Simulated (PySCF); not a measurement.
Species, as SMILES: [SiH][SiH3] (SiH-SiH3) (closed-shell singlet).
Geometry (B3LYP-D3(BJ)/def2-TZVP, fixed):
```xyz
6

Si     0.0071     1.0500     0.8096
H     -0.4184     1.8608    -0.4081
Si     0.0198    -0.9006    -0.5838
H      0.9769    -0.6998    -1.7070
H     -1.3363    -1.1013    -1.1659
H      0.4013    -2.1512     0.1194
```
Charge 0, spin multiplicity 1.

Basis-set convergence of the lowest singlet excitation energy at PBE0 with PySCF. Tamm-Dancoff approximation; the state is taken by its order, and sets in which it differs in degeneracy or brightness are left out, yet its character can still change. All functions are spherical. Density fitting with generated auxiliary sets. In sets without p functions on hydrogen, species with hydrogen take exact integrals. No added dispersion term, no relativity. Reference: the value in aug-pcseg-2, 1.946 eV, itself unsure by roughly 0.004 eV (its distance from aug-cc-pV(T+d)Z). Deviations are taken from unrounded values. Cost is core time over that of 6-31G**, rough, on shared machines of one kind; a dash marks a row that isn't timed (too short, read off another run, short of memory, by another algorithm or on other hardware).

| basis | functions | lowest singlet excitation energy (eV) | minus reference (eV) | cost |
|---|---|---|---|---|
| STO-3G | 22 | 2.980 | 1.034 | - |
| 6-31G | 34 | 1.967 | 0.021 | - |
| 6-31G** | 56 | 1.984 | 0.038 | 1× |
| aug-pcseg-1 | 90 | 1.968 | 0.022 | 3× |
| def2-TZVP | 98 | 1.948 | 0.002 | 3× |
| 6-311++G(2d,2p) | 110 | 1.961 | 0.016 | 4× |
| def2-TZVPP | 140 | 1.949 | 0.003 | 6× |
| def2-TZVPPD | 164 | 1.950 | 0.004 | 10× |
| aug-cc-pV(T+d)Z | 202 | 1.950 | 0.004 | 20× |

The smallest set listed that lies within 0.2 eV of the reference with all its larger relatives (same family, alike in diffuse functions; a set with none counts only in the reference's own line) is 6-31G (34 functions, 0.021 eV off). Inside, with no larger relative to test it: aug-cc-pV(T+d)Z. (Relatives not listed, tested too: 6-31G* 0.040, 6-311G** 0.027, 6-311++G(3df,3pd) 0.003, aug-pcseg-2 0.000, def2-QZVP 0.001, def2-QZVPP 0.001, def2-QZVPPD 0.001 eV.)
